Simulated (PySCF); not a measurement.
## Magnetic susceptibility: `C([C@H](COC)F)(=O)Br`, C4H6BrFO2

Geometry:
| atom | x (Å) | y (Å) | z (Å) |
| --- | --- | --- | --- |
| C1 | -1.962 | 0.874 | -0.014 |
| O2 | -0.639 | 0.531 | 0.323 |
| C3 | -0.192 | -0.638 | -0.314 |
| C4 | 1.224 | -0.939 | 0.194 |
| F5 | 1.170 | -1.671 | 1.349 |
| C6 | 1.952 | 0.352 | 0.467 |
| O7 | 2.352 | 0.796 | 1.476 |
| Br8 | 2.232 | 1.312 | -1.209 |
| H9 | -2.187 | 1.790 | 0.526 |
| H10 | -2.061 | 1.046 | -1.092 |
| H11 | -2.661 | 0.087 | 0.290 |
| H12 | -0.838 | -1.495 | -0.073 |
| H13 | -0.175 | -0.504 | -1.407 |
| H14 | 1.783 | -1.540 | -0.537 |

Level of theory: GIAO CAM-B3LYP/pcSseg-1 magnetisability, rotational g tensor and spin-rotation constants, non-relativistic, gas phase (PySCF). Geometry: GFN2-xTB.

The calculation is non-relativistic, which matters for the atoms heavier than Zn.

(1) What are the magnetisability and the molar susceptibility?

(2) Split it along the inertial axes a, b, c into diamagnetic and paramagnetic parts about the centre of mass, with the quadrupole moment.

(3) And the rotational g tensor?

Answers

(1) Isotropic -1301 × 10⁻³⁰ J/T², or -78.3 × 10⁻⁶ cm³/mol; principal values -1397, -1363, -1142 × 10⁻³⁰ J/T², anisotropy 240 × 10⁻³⁰ J/T² (root of half the summed squared differences of the principal values). The susceptibility is in cgs units.

(2) 
```tsv
axis	χ (10⁻⁶ cm³/mol)	diamagnetic (10⁻⁶ cm³/mol)	paramagnetic (10⁻⁶ cm³/mol)	summed x² of all electrons (Å²)	quadrupole Θ (D Å)
a	-81.0	-791.7	710.6	231.7	+1.59
b	-83.2	-1195.6	1112.3	136.5	-0.35
c	-70.7	-1561.8	1491.1	50.1	-1.24
```
Anisotropies 2χaa − χbb − χcc = -8.1 and 2χbb − χaa − χcc = -14.7 × 10⁻⁶ cm³/mol. Θ is traceless in Buckingham's convention.

(3) 
```
axis  rotational constant (GHz)        g  nuclear part  electronic part
   a                     1.6889  -0.0185        0.5454          -0.5638
   b                     1.0048  -0.0094        0.5157          -0.5251
   c                     0.7566  -0.0113        0.5187          -0.5300
```
Asymmetric top; isotopes 79Br, 12C, 19F, 1H, 16O; no vibrational averaging.
